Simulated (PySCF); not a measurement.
**Working out the excitation energy of Ar²⁺**

Ar²⁺ [Ne] 3s2 3p4 (3P) → Ar²⁺ [Ne] 3s2 3p3 3d1 (5D). Calculation: PySCF 2.14, in x2c-TZVPPall with one added diffuse shell each of s, p, d type (6s6p4d1f, 51 functions); scalar relativity by spin-free X2C-1e. Frozen: [Ne]. Energies in hartree (1 hartree = 27.21139 eV):

```csv
part,Ar²⁺ (lower),Ar²⁺ (upper)
UHF,-527.111270,-526.477518
CCSD correlation,-0.157078,-0.128480
(T),-0.004129,-0.002859
```

Question: What does Hartree-Fock give?

Answer: (-526.477518) − (-527.111270) = 0.633752 hartree = 17.245 eV.

Question: What do CCSD and CCSD(T) give?

Answer: The CCSD correlation energies differ by 0.028598 hartree = 0.778 eV and the triples by 0.001270 hartree = 0.035 eV, so CCSD gives 18.023 eV and CCSD(T) 18.058 eV.
